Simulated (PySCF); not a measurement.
C₄H₃F₃N₂O.
Atom-mapped SMILES: `[F:1][C:2]([F:3])([F:4])[O:5][c:6]1[cH:7][n:8][nH:9][cH:10]1` (hydrogens: H11 on C7; H12 on N9; H13 on C10)

Method: PBE0-D3(BJ)/def2-SVP geometry optimisation, gas phase (PySCF); density fitting, grid level 1; the optimiser is geomeTRIC in internal coordinates, started from a GFN2-xTB structure with every atom displaced at random (about 0.01 Å).

Step 13: E = -17343.1487 eV
```
atom  x, y, z in Å  |  force x, y, z in eV/Å
F1      2.1124    1.4066    0.6826    0.023  -0.022   0.019
C2      2.1568    0.1580    0.2113   -0.032  -0.042  -0.077
F3      3.2772   -0.4040    0.6183   -0.012   0.014  -0.005
F4      2.1691    0.2408   -1.1162    0.031   0.009  -0.006
O5      1.1356   -0.5946    0.6612    0.002   0.006   0.101
C6     -0.1416   -0.2420    0.3111    0.097   0.011  -0.010
C7     -0.7414    1.0335    0.2130   -0.145  -0.156   0.011
N8     -2.0179    0.9016   -0.1218   -0.094   0.115  -0.074
N9     -2.2318   -0.4011   -0.2308    0.085   0.085   0.085
C10    -1.1359   -1.1532    0.0199    0.049  -0.032  -0.060
H11    -0.3005    2.0155    0.3705   -0.015  -0.017  -0.007
H12    -3.1537   -0.7346   -0.4818    0.004   0.019   0.022
H13    -1.1261   -2.2391   -0.0227    0.005   0.011   0.002
```

Step 14: E = -17343.1507 eV
```
atom  x, y, z in Å  |  force x, y, z in eV/Å
F1      2.1174    1.4205    0.6021   -0.005   0.009   0.043
C2      2.1580    0.1481    0.2019   -0.014  -0.047  -0.081
F3      3.2738   -0.3935    0.6471   -0.004  -0.005  -0.023
F4      2.1782    0.1568   -1.1286    0.023  -0.006   0.016
O5      1.1322   -0.5755    0.6881   -0.021   0.042   0.096
C6     -0.1441   -0.2286    0.3270    0.102  -0.010  -0.036
C7     -0.7574    1.0419    0.2466   -0.115  -0.142   0.014
N8     -2.0288    0.9035   -0.1041   -0.078   0.101  -0.047
N9     -2.2270   -0.3995   -0.2382    0.063   0.064   0.051
C10    -1.1253   -1.1444    0.0067    0.044  -0.025  -0.043
H11    -0.3296    2.0253    0.4280   -0.003  -0.012  -0.010
H12    -3.1429   -0.7381   -0.5040    0.007   0.018   0.017
H13    -1.1023   -2.2290   -0.0580    0.001   0.012   0.004
```

**Question.** Estimate the geometry and energy of step 15. (The exact step hangs on the optimiser's Hessian estimate; all steps are aligned on step 14, rigid shifts and turns removed.)

**Answer.** E = -17343.1537 eV, largest force 0.090 eV/Å
```
atom  x, y, z in Å  |  force x, y, z in eV/Å
F1      2.1282    1.4274    0.5453    0.005   0.023   0.006
C2      2.1577    0.1398    0.1962    0.004  -0.052  -0.062
F3      3.2714   -0.3929    0.6573    0.004   0.001  -0.010
F4      2.1717    0.0900   -1.1337    0.006   0.017   0.039
O5      1.1288   -0.5524    0.7198   -0.038   0.038   0.061
C6     -0.1446   -0.2157    0.3399    0.043  -0.024  -0.036
C7     -0.7744    1.0472    0.2721    0.004   0.024   0.032
N8     -2.0406    0.9069   -0.0941    0.038  -0.024   0.006
N9     -2.2190   -0.3971   -0.2460   -0.071  -0.046  -0.032
C10    -1.1122   -1.1363   -0.0062    0.003   0.041  -0.004
H11    -0.3572    2.0318    0.4700    0.014   0.001   0.001
H12    -3.1297   -0.7417   -0.5211    0.000  -0.002   0.000
H13    -1.0780   -2.2196   -0.0846   -0.011   0.003  -0.001
```

The energy changes by -0.0030 eV. The first-order estimate −F·Δx gives -0.0047 eV and the mean of the old and new forces, exact on a quadratic surface, -0.0029 eV. The step makes an angle of 83° with the force vector and moves no atom by more than 0.067 Å.

What follows is the cost of the whole optimisation. The run took 5.5 min wall on one thread of an Arm Neoverse V1, shared host with 32 logical CPUs at a one-minute load of 24, and the process peaked at 0.60 GiB of memory.
